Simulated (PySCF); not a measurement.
ethenyl silylformate (C₃H₆O₂Si), SMILES C=COC(=O)[SiH3].

Geometry: PBE0-D3(BJ)/def2-SVP. Other conformers were not sampled.

Two levels are set side by side: TDDFT-PBE/def2-SVPD (PySCF) and TDDFT-B3LYP/def2-SVPD (PySCF). Vertical, same geometry. The lowest singlet is HOMO→LUMO 99 % with PBE and HOMO−1→LUMO 98 % with the other functional; states are paired by order. Differences are taken from unrounded values.

| quantity | TDDFT-PBE |
|---|---|
| lowest singlet excitation (eV) | 4.42 |
| lowest triplet excitation (TDA) (eV) | 3.84 |
| first bright state (f over 0.05) (eV) | 4.89 |
| its oscillator strength | 0.16 |

**Question.** These are the TDDFT-PBE values. What does TDDFT-B3LYP give? (The exact figures need the calculation; the answer reports its results.)

**Answer.** 
```json
[
 {"quantity": "lowest singlet excitation (eV)", "TDDFT-B3LYP": "4.73", "TDDFT-PBE minus TDDFT-B3LYP": "-0.31"},
 {"quantity": "lowest triplet excitation (TDA) (eV)", "TDDFT-B3LYP": "4.07", "TDDFT-PBE minus TDDFT-B3LYP": "-0.23"},
 {"quantity": "first bright state (f over 0.05) (eV)", "TDDFT-B3LYP": "5.40", "TDDFT-PBE minus TDDFT-B3LYP": "-0.51"},
 {"quantity": "its oscillator strength", "TDDFT-B3LYP": "0.18", "TDDFT-PBE minus TDDFT-B3LYP": "-0.02"}
]
```

A lower first singlet is the usual sign of a functional without exact exchange. Differences between two approximate levels are no errors against the true value.

Rough cost on one machine, each run with all the roots and properties that it gave: TDDFT-B3LYP against TDDFT-PBE about 4 times.
